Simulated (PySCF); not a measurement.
Cl₃OV, multiplicity 1. Atoms are numbered in the order given.

```xyz
5

V      0.0000     0.0000    -0.2605
O      0.0000     0.0000    -1.8189
Cl     1.7683     1.0210     0.4028
Cl    -1.7683     1.0210     0.4028
Cl     0.0000    -2.0419     0.4028
```
Charge 0, spin multiplicity 1.

Coordinates come from a PBE-D3(BJ)/def2-SVP optimisation. The spin state was assumed, not searched.

Computed with PBE-D3(BJ)/def2-SVP in PySCF 2.14.0.

Frequencies are harmonic and unscaled.

Modes within 1.5 cm⁻¹ of each other (mostly degenerate sets) share a row, with their intensities summed.

| mode | ν (cm⁻¹) | IR (km/mol) | Raman (Å⁴/amu) | depolarisation | moving atoms (share of kinetic energy) |
|---|---|---|---|---|---|
| 1–2 | 123 | 0.2 | 11.8 | 0.75 | Cl 88 %, V 9 % |
| 3 | 161 | 0.4 | 4.1 | 0.68 | Cl 56 %, V 33 %, O 12 % |
| 4–5 | 252 | 0.0 | 8.4 | 0.75 | O 69 %, Cl 28 % |
| 6 | 392 | 6.6 | 20.4 | 0.03 | Cl 83 %, V 13 % |
| 7–8 | 497 | 180.6 | 6.5 | 0.75 | V 56 %, Cl 42 % |
| 9 | 1112 | 110.5 | 16.4 | 0.12 | O 75 %, V 25 % |
